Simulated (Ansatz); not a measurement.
Ansatz results at the PBE0-D4/def2-TZVP geometry: size of the dipole moment (B3LYP/def2-TZVPP) 1.06 D; LUMO energy (B3LYP/def2-TZVPP) -2.23 eV; LUMO energy (PBE0/def2-TZVPP) -1.96 eV.

Each molecule was computed in one conformer, which needn't be the lowest.

Question: Which molecule gave them?
A. `F[CH2][InH][I]`
B. `C#CC(=O)S`
C. `[CH3][In]([F])[I]`
D. `B[NH][GaH][F]`

Answer: A. The others give `C#CC(=O)S`: 2.11, -2.23, -2.03; `B[NH][GaH][F]`: 0.70, -1.48, -1.18; `[CH3][In]([F])[I]`: 3.59, -2.09, -1.78.

B3LYP here is the variant with VWN-RPA as its local correlation; programs differ in this.
